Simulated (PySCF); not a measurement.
Species: C6H8N2O2.
Numbering: `[CH3:1][O:2][c:3]1[n:4][n:5][c:6]([CH:7]2[CH2:8][CH2:9]2)[o:10]1`

Structure used (GFN2-xTB), in Å, numbered top down from 1:
```
atom  x, y, z in Å
C1     3.729   -0.180    0.393
O2     2.427   -0.297    0.950
C3     1.455   -0.045    0.096
N4     1.539    0.284   -1.149
N5     0.262    0.432   -1.587
C6    -0.518    0.185   -0.592
C7    -1.972    0.219   -0.588
C8    -2.697    0.676    0.652
C9    -2.731   -0.763    0.269
O10    0.186   -0.133    0.538
H11    3.895    0.832    0.021
H12    4.418   -0.411    1.201
H13    3.854   -0.882   -0.434
H14   -2.372    0.486   -1.556
H15   -2.097    0.963    1.502
H16   -3.586    1.273    0.516
H17   -2.154   -1.459    0.857
H18   -3.644   -1.173   -0.133
```

Probes without a nucleus sit at each ring's centroid and 1 Å off its mean plane on both sides; NICS is minus the shielding there, NICSzz its component along the normal. Level: GIAO PBE0/pcSseg-1 (PySCF, non-relativistic, gas phase) on the GFN2-xTB geometry, one conformer.

Rings: 1. C3–N4–N5–C6–O10; 2. C7–C8–C9.

```
set  NICS(0)  NICS(1), two faces  NICS(1)zz, two faces
  P     -8.0         -8.2 / -8.2         -19.6 / -19.6
  Q    -42.8         -7.5 / -8.1         -24.3 / -23.8
```

Task: Which set (ppm) belongs to which ring?

Result: P = 1, Q = 2.
- 1 (5-membered ring with 2 N and O; formal bonds all aromatic): mean NICS(1)zz -19.6 ppm, shielded.
- 2 (3-membered carbocycle; formal bonds all single): mean NICS(1)zz -24.0 ppm, shielded. C7, C8, C9 have four or more neighbours, and the NICS criterion for π rings isn't applied.

Task: How do the rings differ in shape?

Result: 
```csv
ring,bond lengths (Å),rms pucker (Å),HOMA,nearest outside atom to a NICS(1) probe (Å)
1,"1.290, 1.358, 1.288, 1.369, 1.346",0.00,0.32,oxygen 2.61
2,"1.508, 1.489, 1.508",0.00,–,hydrogen 1.45
```

HOMA = 1 − mean of α(R − Ropt)² over the ring bonds, with Krygowski's 1993 parameters (CN: Ropt 1.334 Å, α 93.52 Å⁻²; CO: Ropt 1.265 Å, α 157.38 Å⁻²; NN: Ropt 1.309 Å, α 130.33 Å⁻²). A dash marks a ring with a four-coordinate atom, a triple bond, no multiple bond or a kind of bond without parameters.
